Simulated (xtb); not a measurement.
HBN, doublet, at a GFN2-xTB geometry. Base run: GFN0-xTB in xtb 6.7.1.

Geometry (Å):
```xyz
3

B      0.0000     0.0000    -0.5786
N      0.0000     0.0000     0.6595
H      0.0000     0.0000    -1.7234
```
Charge 0, spin multiplicity 2.
All else is at xtb's defaults.
Base energy -4.78800 Eh.

The base run was repeated with changes; each row names its change, and settings that it needs were set with it.

```csv
change,ΔE vs base (kJ/mol)
base,0.00
acc = 0.1,0.00
etemp = 1000,-8.16
acc = 0.0001,0.00
acc = 1000,0.00
file = coord,0.00
```
